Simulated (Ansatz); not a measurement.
Relaxation of CH6ClO2Sn (11 atoms, charge 0, multiplicity 2), to a largest force component of 0.03 eV/Å in at most 50 steps.

Computed with UHF/def2-SVP in Ansatz 0.2.0.

```xyz
11
Properties=species:S:1:pos:R:3:forces:R:3
Sn -0.047 0.078 -0.202 0.00 -0.03 -0.37
H 0.014 0.094 2.745 0.01 -0.02 0.51
Cl 1.975 -0.235 -1.398 0.01 0.01 0.04
O -0.986 1.610 -0.964 -0.05 0.00 0.02
H -1.773 1.411 -1.455 0.05 0.00 0.03
O -1.225 -1.407 -0.704 -0.02 0.02 0.08
H -0.914 -2.296 -0.630 0.00 -0.01 -0.02
C 0.027 0.028 3.843 -0.01 0.02 -0.30
H -0.524 -0.857 4.159 0.00 0.00 0.00
H 1.059 -0.042 4.184 0.00 0.00 0.00
H -0.438 0.919 4.261 0.00 0.00 0.00
```

Question: Where does it end, and by what steps?

Answer: The run converged. After 5 steps the energy has fallen by 0.067 eV; H11 moved furthest, 0.48 Å.

| step | energy less start (eV) | largest force component (eV/Å) | accepted |
| --- | --- | --- | --- |
| 0 | 0.0000 | 0.514 | yes |
| 1 | -0.0416 | 0.194 | yes |
| 2 | -0.0568 | 0.087 | yes |
| 3 | -0.0643 | 0.235 | yes |
| 4 | -0.0661 | 0.147 | yes |
| 5 | -0.0672 | 0.024 | yes |

```xyz
11
Properties=species:S:1:pos:R:3
Sn -0.088 0.051 -0.569
H 0.101 0.187 3.194
Cl 1.928 -0.273 -1.765
O -1.035 1.591 -1.306
H -1.819 1.395 -1.801
O -1.277 -1.439 -1.017
H -0.924 -2.315 -1.080
C 0.076 0.059 4.275
H -0.504 -0.830 4.523
H 1.093 -0.055 4.650
H -0.384 0.933 4.733
```

Whether the end is a true minimum wasn't checked by a vibrational analysis.

The run took 7.3 s on 4 threads of Intel(R) Xeon(R) 6975P-C (Granite Rapids), on a shared host, peak memory 0.38 GiB.
